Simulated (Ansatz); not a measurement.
Ansatz (an electronic-structure program) input (CCSD(T)/aug-cc-pVDZ):

Ansatz 0.2 input:
```yaml
crystal:
  periodic: [false, false, false]
  atoms:
    - {symbol: C, position_ang: [2.46081496, -0.22211342, 0.11832726]}
    - {symbol: C, position_ang: [1.06656662, -0.68773153, -0.14426914]}
    - {symbol: C, position_ang: [0.01882799, 0.20855773, -0.29968199]}
    - {symbol: C, position_ang: [0.08860276, 1.60101801, -0.26877716]}
    - {symbol: C, position_ang: [-1.36739594, -0.39583920, -0.46969187]}
    - {symbol: C, position_ang: [-2.16303324, -0.45530780, 0.84043394]}
    - {symbol: H, position_ang: [3.16283481, -1.06117091, 0.18959000]}
    - {symbol: H, position_ang: [2.84023324, 0.45239150, -0.67295246]}
    - {symbol: H, position_ang: [2.55994069, 0.36317708, 1.05421764]}
    - {symbol: H, position_ang: [0.86975817, -1.75417714, -0.16417683]}
    - {symbol: H, position_ang: [1.01693985, 2.12739204, -0.08482585]}
    - {symbol: H, position_ang: [-0.79827847, 2.20367412, -0.43190981]}
    - {symbol: H, position_ang: [-1.93579265, 0.19057141, -1.20162745]}
    - {symbol: H, position_ang: [-1.27459103, -1.40860440, -0.87619945]}
    - {symbol: H, position_ang: [-2.28984196, 0.54752691, 1.25223216]}
    - {symbol: H, position_ang: [-1.62139794, -1.05114711, 1.57898081]}
    - {symbol: H, position_ang: [-3.15610340, -0.90113604, 0.69862509]}
basis:
  gaussian:
    orbitals: aug-cc-pVDZ
total_charge: -1
magnetization: {spin_polarized: false}
correlation: {method: ccsd_t, electrons: outside_noble_gas}
output: {forces: true}
```

End of the output:

```
Atom 3 at     0.088603     1.601018    -0.268777 Å, force     0.094257     0.595505     0.024725 eV/Å
Atom 4 at    -1.367396    -0.395839    -0.469692 Å, force    -0.026421     0.017336     0.050877 eV/Å
Atom 5 at    -2.163033    -0.455308     0.840434 Å, force     0.057656     0.013778    -0.068138 eV/Å
Atom 6 at     3.162835    -1.061171     0.189590 Å, force     0.290915    -0.363893     0.026358 eV/Å
Atom 7 at     2.840233     0.452392    -0.672952 Å, force     0.104368     0.235911    -0.318044 eV/Å
Atom 8 at     2.559941     0.363177     1.054218 Å, force    -0.013085     0.203935     0.350521 eV/Å
Atom 9 at     0.869758    -1.754177    -0.164177 Å, force    -0.113479    -0.543123    -0.033430 eV/Å
Atom 10 at     1.016940     2.127392    -0.084826 Å, force     0.491727     0.281743     0.092379 eV/Å
Atom 11 at    -0.798278     2.203674    -0.431910 Å, force    -0.445997     0.299868    -0.071478 eV/Å
Atom 12 at    -1.935793     0.190571    -1.201627 Å, force    -0.245351     0.264532    -0.326729 eV/Å
Atom 13 at    -1.274591    -1.408604    -0.876199 Å, force     0.048835    -0.460626    -0.175010 eV/Å
Atom 14 at    -2.289842     0.547527     1.252232 Å, force    -0.065748     0.452161     0.178467 eV/Å
Atom 15 at    -1.621398    -1.051147     1.578981 Å, force     0.244646    -0.271487     0.331174 eV/Å
Atom 16 at    -3.156103    -0.901136     0.698625 Å, force    -0.402547    -0.185263    -0.075026 eV/Å
Dipole moment:    -0.465487    -0.509481     0.162582 e Å
```

It need not be the lowest isomer of its formula. Whether it binds its extra electron was not tested at this geometry.
